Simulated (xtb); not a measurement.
F2H5NSi2, SMILES F[SiH](F)N[SiH3]. All values are semi-empirical tight-binding results from xtb (GFN2-xTB unless named), good for trends rather than for accurate numbers. Geometry: GFN2-xTB. This is a generated structure with no PubChem entry under its InChIKey; it may be hypothetical. One conformer was computed; it need not be the lowest.

Optimised geometry:

```xyz
10

Si     2.0602    -0.1575     0.6456
N      0.5180    -0.7176     0.0573
Si    -0.9836     0.0939     0.0646
F     -0.8072     1.5241    -0.6177
F     -1.9542    -0.7015    -0.9232
H      2.0600    -0.1808     2.1134
H      2.2546     1.2034     0.1583
H      3.0317    -1.1070     0.1036
H      0.4688    -1.6967    -0.1724
H     -1.6604     0.2910     1.3215
```

Computed properties:
* **orbital gap**: 5.56 eV
* **dipole moment**: 2.80 D
* **zero-point energy**: 33.6 kcal/mol
* **G − E(el) at 298.15 K (modified RRHO)**: 12.9 kcal/mol
* **static polarisability (D4 model)**: 74.2 bohr³
* **solvation energy, GFN2-xTB/ALPB(water)**: 0.0 kcal/mol
* **solvation energy, GFN2-xTB/ALPB(benzene)**: -1.4 kcal/mol

Task: Give the atomic charges and the Wiberg bond orders between heavy atoms. (The exact figures need the calculation; the answer reports its results.)

Result: charges (e) Si1 0.49, N2 -0.43, Si3 0.64, F4 -0.26, F5 -0.27, H6 -0.10, H7 -0.08, H8 -0.09, H9 0.16, H10 -0.05. Bond orders Si1–N2 1.00, N2–Si3 1.14, Si3–F4 1.08, Si3–F5 1.07.
